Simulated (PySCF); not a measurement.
C2H6Si, SMILES C1C[SiH2]1.

Geometry: PBE-D3(BJ)/def2-TZVP.

Calculation: PBE-D3(BJ)/def2-TZVP in PySCF 2.14.0.

Frequencies are harmonic and unscaled.

```
mode  ν (cm⁻¹)  IR (km/mol)  moving atoms (share of kinetic energy)
----  --------  -----------  --------------------------------------
1          389          0.0                                 H 100 %
2          482         11.9                                  H 95 %
3          577         26.3                                  H 88 %
4          635          0.2                         C 56 %, Si 39 %
5          668         47.6                 C 62 %, H 21 %, Si 17 %
6          718         10.8                           H 89 %, C 9 %
7          762          0.0                          H 84 %, C 16 %
8          868         43.9                          H 87 %, C 13 %
9          881         36.0                                  H 88 %
10         932          5.7                           H 91 %, C 8 %
11         963          4.5                          H 67 %, C 33 %
12         996         41.9                  C 65 %, H 26 %, Si 9 %
13        1160          0.0                          H 79 %, C 21 %
14        1375          1.1                                  H 92 %
15        1386          0.2                          H 88 %, C 12 %
16        2194         51.9                                  H 98 %
17        2219         82.1                                  H 95 %
18        3055         12.1                                  H 95 %
19        3057          3.8                                  H 95 %
20        3125          0.0                          H 90 %, C 10 %
21        3141          4.1                          H 90 %, C 10 %
```
